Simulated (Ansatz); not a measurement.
# Molecular dynamics of CH4OZn

input.yaml

```yaml
crystal:
  periodic: [false, false, false]
  atoms:
    - { symbol: Zn, position_ang: [-0.079419, -0.025418, -0.017514] }
    - { symbol: O, position_ang: [-0.074977, -0.024249, 1.769809] }
    - { symbol: H, position_ang: [-0.817537, -0.251181, 2.303076] }
    - { symbol: C, position_ang: [0.002769, 0.00042, -1.996841] }
    - { symbol: H, position_ang: [0.29312, -0.975744, -2.393248] }
    - { symbol: H, position_ang: [-0.966067, 0.261254, -2.430183] }
    - { symbol: H, position_ang: [0.73261, 0.733519, -2.349498] }
basis:
  gaussian: { orbitals: def2-SVP }
hamiltonian:
  xc: hf
md:
  timestep: 0.5
  n_steps: 250
  ensemble: nvt_nose_hoover
  temperature: 1500.0
  initial_velocities: maxwell_boltzmann
  seed: 373895
  nose_hoover: { tau: 50.0, chain_length: 3 }
```

Run as:

```bash
$ ansatz run input.yaml --threads 1 --pin off --max-ram 2048MiB --backend cpu --events-out ev --progress --plain --runs-dir out
```

It starts from a relaxed structure.

Output, in part (one step line in 9, the closing report, with atoms numbered from 0):

```
md step     0: t =     0.00 fs  T =  1500.0 K  F+E_penalty+E_count = -51498.40473251 eV  E_kin = 0.969450 eV  conserved = -51497.43528252 eV  (35 SCF iters)
md step     9: t =     4.50 fs  T =  1045.9 K  F+E_penalty+E_count = -51498.10807141 eV  E_kin = 0.675979 eV  conserved = -51497.43301525 eV  (39 SCF iters)
md step    18: t =     9.00 fs  T =   933.1 K  F+E_penalty+E_count = -51498.02851095 eV  E_kin = 0.603047 eV  conserved = -51497.43012782 eV  (59 SCF iters)
md step    27: t =    13.50 fs  T =   799.6 K  F+E_penalty+E_count = -51497.93280267 eV  E_kin = 0.516800 eV  conserved = -51497.42922901 eV  (38 SCF iters)
md step    36: t =    18.00 fs  T =   760.6 K  F+E_penalty+E_count = -51497.89686320 eV  E_kin = 0.491585 eV  conserved = -51497.42934731 eV  (37 SCF iters)
md step    45: t =    22.50 fs  T =  1183.8 K  F+E_penalty+E_count = -51498.15300627 eV  E_kin = 0.765071 eV  conserved = -51497.43088119 eV  (38 SCF iters)
md step    54: t =    27.00 fs  T =   896.4 K  F+E_penalty+E_count = -51497.94492791 eV  E_kin = 0.579315 eV  conserved = -51497.43123110 eV  (38 SCF iters)
md step    63: t =    31.50 fs  T =   904.5 K  F+E_penalty+E_count = -51497.93397089 eV  E_kin = 0.584578 eV  conserved = -51497.43420405 eV  (37 SCF iters)
md step    72: t =    36.00 fs  T =   674.5 K  F+E_penalty+E_count = -51497.76314206 eV  E_kin = 0.435918 eV  conserved = -51497.43278974 eV  (39 SCF iters)
md step    81: t =    40.50 fs  T =   943.5 K  F+E_penalty+E_count = -51497.91039097 eV  E_kin = 0.609808 eV  conserved = -51497.43126834 eV  (38 SCF iters)
md step    90: t =    45.00 fs  T =   995.0 K  F+E_penalty+E_count = -51497.89107683 eV  E_kin = 0.643096 eV  conserved = -51497.43007633 eV  (38 SCF iters)
md step    99: t =    49.50 fs  T =   864.9 K  F+E_penalty+E_count = -51497.75554627 eV  E_kin = 0.558994 eV  conserved = -51497.42774873 eV  (37 SCF iters)
md step   108: t =    54.00 fs  T =  1175.0 K  F+E_penalty+E_count = -51497.89094350 eV  E_kin = 0.759416 eV  conserved = -51497.42919920 eV  (39 SCF iters)
md step   117: t =    58.50 fs  T =   768.4 K  F+E_penalty+E_count = -51497.56827313 eV  E_kin = 0.496618 eV  conserved = -51497.42932891 eV  (38 SCF iters)
md step   126: t =    63.00 fs  T =  1480.7 K  F+E_penalty+E_count = -51497.97140375 eV  E_kin = 0.956984 eV  conserved = -51497.43223370 eV  (37 SCF iters)
md step   135: t =    67.50 fs  T =  1191.0 K  F+E_penalty+E_count = -51497.69291842 eV  E_kin = 0.769775 eV  conserved = -51497.43030030 eV  (38 SCF iters)
md step   144: t =    72.00 fs  T =  1080.7 K  F+E_penalty+E_count = -51497.57069641 eV  E_kin = 0.698468 eV  conserved = -51497.43126286 eV  (38 SCF iters)
md step   153: t =    76.50 fs  T =  1306.7 K  F+E_penalty+E_count = -51497.65083023 eV  E_kin = 0.844515 eV  conserved = -51497.43145725 eV  (38 SCF iters)
md step   162: t =    81.00 fs  T =   885.1 K  F+E_penalty+E_count = -51497.32775777 eV  E_kin = 0.572040 eV  conserved = -51497.42779676 eV  (39 SCF iters)
md step   171: t =    85.50 fs  T =  1518.0 K  F+E_penalty+E_count = -51497.67957876 eV  E_kin = 0.981080 eV  conserved = -51497.42836418 eV  (39 SCF iters)
md step   180: t =    90.00 fs  T =  1146.0 K  F+E_penalty+E_count = -51497.37848057 eV  E_kin = 0.740639 eV  conserved = -51497.42505437 eV  (38 SCF iters)
md step   189: t =    94.50 fs  T =  1645.1 K  F+E_penalty+E_count = -51497.65839189 eV  E_kin = 1.063212 eV  conserved = -51497.42703048 eV  (38 SCF iters)
md step   198: t =    99.00 fs  T =  1941.3 K  F+E_penalty+E_count = -51497.80193180 eV  E_kin = 1.254645 eV  conserved = -51497.42819371 eV  (37 SCF iters)
md step   207: t =   103.50 fs  T =  2051.2 K  F+E_penalty+E_count = -51497.84450292 eV  E_kin = 1.325664 eV  conserved = -51497.43079905 eV  (37 SCF iters)
md step   216: t =   108.00 fs  T =  1837.7 K  F+E_penalty+E_count = -51497.68507066 eV  E_kin = 1.187673 eV  conserved = -51497.43228836 eV  (36 SCF iters)
md step   225: t =   112.50 fs  T =  1272.5 K  F+E_penalty+E_count = -51497.30627846 eV  E_kin = 0.822412 eV  conserved = -51497.42920712 eV  (37 SCF iters)
md step   234: t =   117.00 fs  T =  2281.2 K  F+E_penalty+E_count = -51497.94365930 eV  E_kin = 1.474338 eV  conserved = -51497.43017313 eV  (38 SCF iters)
md step   243: t =   121.50 fs  T =  1974.3 K  F+E_penalty+E_count = -51497.73379955 eV  E_kin = 1.275982 eV  conserved = -51497.42778395 eV  (59 SCF iters)
md step   250: t =   125.00 fs  T =  2087.5 K  F+E_penalty+E_count = -51497.80901061 eV  E_kin = 1.349176 eV  conserved = -51497.42999443 eV  (63 SCF iters)
Total energy: -51497.80901061 eV, -1892.5095746711 hartree
Atom 0 at    -0.074542    -0.009267    -0.036615 Å, force    -0.201029    -0.435476     2.084657 eV/Å
Atom 1 at    -0.142435    -0.083276     1.824123 Å, force     0.854621     0.739018    -0.040019 eV/Å
Atom 2 at     0.367572     0.318648     2.553776 Å, force    -0.896248    -0.692106    -1.734093 eV/Å
Atom 3 at    -0.042629    -0.050219    -2.002848 Å, force    -0.632111     2.374369     0.947310 eV/Å
Atom 4 at     0.989605    -0.178610    -2.190909 Å, force     1.706246     0.811876    -0.414106 eV/Å
Atom 5 at    -0.393045    -0.910711    -2.528212 Å, force    -1.569192    -0.201772    -0.433247 eV/Å
Atom 6 at    -0.426670     1.031223    -2.256122 Å, force     0.737712    -2.595908    -0.410503 eV/Å
Dipole moment:     0.252396     0.209252    -0.239802 e Å
```

All steps were run. The conserved energy stayed within 1.6 meV per atom of its start (net change 0.76 meV per atom), so the integration is sound. A run of 0.12 ps of so small a system gives no equilibrium averages.

The same pairs are bonded in the first frame and the last. Pairs count as bonded within 1.25 times the sum of covalent radii (0.12 Å more for H–H).

Last frame:

```xyz
7
Properties=species:S:1:pos:R:3
Zn -0.074 -0.009 -0.037
O -0.142 -0.083 1.824
H 0.368 0.319 2.554
C -0.043 -0.050 -2.003
H 0.990 -0.179 -2.191
H -0.393 -0.911 -2.528
H -0.427 1.031 -2.256
```

The run took 3.9 min on 1 thread of Arm Neoverse V2, on a shared host, peak memory 0.14 GiB.
